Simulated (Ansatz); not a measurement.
`[BH2][InH][F]` + `C[S][AlH][CH2]F` → `F[CH2][InH][F]` + `[BH2][AlH][S]C`  (redistribution)

Program: Ansatz. Geometries: PBE0-D4/def2-TZVP. ΔE: electronic, gas phase. CBS: MP2 limit from def2 TZ/QZ plus the TZ coupled-cluster correction, frozen cores. DFT in def2-TZVPP. Elements past krypton have def2 core potentials. For In outer-core shells are correlated without core-valence functions, which leaves a few kJ/mol of doubt a bond. One conformer a species, not always the lowest.

```csv
species,PBE0 energy (Eh)
`[BH2][InH][F]`,-316.52085
`C[S][AlH][CH2]F`,-819.95328
`F[CH2][InH][F]`,-429.59521
`[BH2][AlH][S]C`,-706.86630
```

Q: Work out ΔE.

A: ΔE = (-429.59521) + (-706.86630) − (-316.52085) − (-819.95328) = 0.01262 Eh = +0.34 eV. CCSD(T)/CBS gives +0.37 eV.

Largest T1 diagnostic among the species: 0.015.
